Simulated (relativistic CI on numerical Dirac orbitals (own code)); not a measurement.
# What each ingredient does to the levels of Lu24+

Base calculation: Dirac-Coulomb-Breit CI, separate exchange-only KLI orbitals for each configuration, model QED (radiative potential, 1s self-energy scaled to tabulated hydrogen-like ionisation energies), unscaled Slater integrals.

Configuration list (outside the closed core [Ar] 3d10): 4s2.4p6.4d10.4f, 4s2.4p6.4d10.5s, 4s2.4p6.4d9.4f2, 4s2.4p6.4d10.5p, 4s2.4p5.4d10.4f2, 4s2.4p6.4d10.5d, 4s2.4p6.4d9.5s2, 4s2.4p6.4d9.4f.5s, 4s2.4p6.4d10.5f, 4s.4p6.4d10.4f2, 4s2.4p6.4d9.5s.5p, 4s2.4p4.4d10.4f3, 4s2.4p6.4d10.6s, 4s2.4p6.4d9.4f.5p, 4s2.4p6.4d10.5g, 4s2.4p6.4d8.4f2.5s. Levels of other configurations are missing.

The lowest level and the first level of each name with at least 55 % of one term (blank where a level has no safe partner in the second run):

```
                  Level  Base (cm⁻¹)  Shift (cm⁻¹)
4s2.4p6.4d10.4f 2F°_5/2            0             0
4s2.4p6.4d10.4f 2F°_7/2        21418         +1201
 4s2.4p6.4d10.5s 2S_1/2       739098         -2733
4s2.4p6.4d10.5p 2P°_1/2      1126561         -4990
4s2.4p6.4d10.5p 2P°_3/2      1295718         -3072
 4s2.4p6.4d9.4f2 4F_3/2      1415688         +2398
 4s2.4p6.4d9.4f2 4F_5/2      1420117         +2338
 4s2.4p6.4d9.4f2 4F_7/2      1431627         +2980
 4s2.4p6.4d9.4f2 4F_9/2      1447598         +3962
4s2.4p6.4d9.4f2 4K_15/2      1465460         +4456
 4s2.4p6.4d9.4f2 4D_3/2      1468411         +2723
4s2.4p6.4d9.4f2 4K_17/2      1472623         +5589
 4s2.4p6.4d9.4f2 4D_1/2      1478803         +2943
4s2.4p6.4d9.4f2 4H_13/2      1479809         +4370
```

At this charge transitions that keep the count of f electrons are usually good to a few per cent. Terms inside the open d or f shell come out 10 to 20 % too wide with unscaled integrals. Levels that differ in their count of f electrons can be misplaced by several ten thousand cm⁻¹, since the correlation energy of f electrons is missing or only estimated; rates across such gaps can be off by orders of magnitude.

(1) One thing was changed in a second run, which moved the levels as shown. Which?
A. QED terms removed
B. Breit term removed
C. non-relativistic limit
D. configuration mixing switched off

## Answers

(1) B. Breit term removed. The Breit term mainly narrows fine-structure intervals, so removing it widens them.

LS names give the leading component of a level, which can be under half, so a name can repeat, a term be missing and a line seem to break the LS rules.
